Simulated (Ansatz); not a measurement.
Isolated molecules relaxed with PBE0-D4/def2-TZVP in Ansatz; ΔE leaves out vibrations. CCSD(T)/CBS is the MP2 limit (def2-TZVPP, def2-QZVPP) plus CCSD(T) − MP2 in def2-TZVPP, frozen cores. This one scheme is used for every species. DFT in def2-TZVPP. B3LYP here is the variant with VWN-RPA as its local correlation; programs differ in this. HSE06 is defined as in plane-wave codes. One conformer a species, not always the lowest.

`[BH2][AlH][BH]O` + `N[SiH](F)F` → `BN[SiH](F)F` + `O[BH][AlH2]`  (cleavage of the B–Al bond)

`[BH2][AlH][BH]O`:

```xyz
9

B     0.792   -0.067    2.099
Al   -0.013   -0.884    0.324
B    -0.726    0.333   -1.303
O     0.148    0.741   -2.259
H     1.966    0.146    2.246
H     0.115    0.249    3.039
H    -0.146   -2.477    0.220
H    -1.881    0.683   -1.415
H    -0.255    1.276   -2.950
```

`N[SiH](F)F`:

```xyz
7

N     0.195    0.977   -0.336
Si   -0.090   -0.620    0.114
F     1.290   -1.260    0.563
F    -1.042   -0.795    1.376
H    -0.451    1.482   -0.918
H     0.794    1.591    0.191
H    -0.696   -1.375   -0.991
```

`BN[SiH](F)F`:

Z-matrix (Å, degrees):
```
Si
N 1 1.714
F 1 1.585 2 109.8
F 1 1.585 2 110.1 3 -115.5
H 1 1.465 2 110.9 3 122.3
B 2 1.405 1 124.6 3 -124.5
H 2 1.012 1 118.0 3 55.7
H 6 1.195 2 119.7 1 -179.8
H 6 1.197 2 118.7 1 0.2
```

`O[BH][AlH2]`:

```xyz
7

O    -0.527    1.589   -0.424
B    -0.675    0.252   -0.236
Al    1.006   -0.900    0.441
H    -1.328    2.028   -0.728
H    -1.766   -0.224   -0.464
H     2.016   -1.588   -0.584
H     1.272   -1.158    1.993
```

```
             level  ΔE (kcal/mol)  difference from CCSD(T)/CBS
       LDA (SPW92)          -38.8                         -0.5
            PBE-D4          -36.6                          1.7
          B3LYP-D4          -39.0                         -0.7
        r2SCANh-D4          -37.9                          0.4
           ωB97M-V          -39.5                         -1.2
            B2PLYP          -39.4                         -1.1
               PBE          -36.2                          2.1
            revPBE          -35.1                          3.2
             B3LYP          -38.4                         -0.1
           r2SCANh          -37.8                          0.5
             HSE06          -36.9                          1.4
      MP2/def2-SVP          -44.7                         -6.4
    MP2/def2-TZVPP          -40.5                         -2.2
SCS-MP2/def2-QZVPP          -39.9                         -1.6
      HF/CBS(def2)          -39.1                         -0.8
    CCSD/CBS(def2)          -37.9                          0.4
       CCSD(T)/CBS          -38.3                            0
```

What do rigid-rotor, harmonic-oscillator terms from PBE0-D4/def2-TZVP frequencies (298.15 K, 1 bar) make of the CCSD(T)/CBS value? (Best estimate.)

Ansatz gave: ΔZPE = 0.0 kcal/mol, ΔH = -38.8 kcal/mol, ΔS = -14 J/(mol·K), ΔG = -37.8 kcal/mol. Modes under 50 cm⁻¹ make the entropy rough.

Largest T1 diagnostic among the species: 0.014.

At CCSD(T), def2-SVP lies −4.8 kcal/mol from the extrapolated value and def2-TZVPP −0.4 kcal/mol. Leaving LDA and LC-ωPBE aside and taking each functional with its dispersion term where it has one, the values, not all of them listed here, spread over 3.4 kcal/mol, from CAM-B3LYP-D4 to PBE-D4. LDA lies −2.6 kcal/mol from PBE without D4.
